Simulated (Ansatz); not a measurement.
Compare A (`OC1C[SiH2][SiH2]1`) with its isomer B (`C1C[SiH2][SiH2]O1`).

Calculated with Ansatz (gas phase, PBE0-D4/def2-TZVP geometries, no zero-point term in ΔE). CCSD(T)/CBS is the MP2 limit (def2-TZVPP, def2-QZVPP) plus CCSD(T) − MP2 in def2-TZVPP, frozen cores. Functionals use def2-TZVPP. B3LYP here is the variant with VWN-RPA as its local correlation; programs differ in this. One conformer a species, not always the lowest.

Question: Which isomer does CCSD(T)/CBS put lower? Give the gap. (Estimate.)

Answer: The calculation gave: B, by 160.2 kJ/mol.

Question: Give E(B) − E(A) in kJ/mol with MP2/def2-TZVPP, B2PLYP, CCSD/def2-TZVPP, B3LYP-D4, HF/def2-TZVPP, CCSD(T)/def2-SVP, ωB97M-V. (Best estimate.)

Answer: Computed: MP2/def2-TZVPP -162.3, B2PLYP -164.6, CCSD/def2-TZVPP -164.2, B3LYP-D4 -164.0, HF/def2-TZVPP -183.5, CCSD(T)/def2-SVP -155.6, ωB97M-V -158.5. None reverses the order clearly.

Question: Does the order hold for the free energy at 298.15 K (harmonic terms from PBE0-D4)? (An estimate is asked.)

Answer: The calculation gave: Yes: G(B) − G(A) = -153.9 kJ/mol, for one conformer each.

Largest T1 diagnostic: 0.013.

From BLYP to BHLYP (50 % exact exchange), in def2-TZVPP and without D4, E(B) − E(A) moves by −16.0 kJ/mol. Leaving LDA and LC-ωPBE aside and taking each functional with its dispersion term where it has one, the values, not all of them listed here, spread over 28.6 kJ/mol, from BHLYP-D4 to PBE-D4.
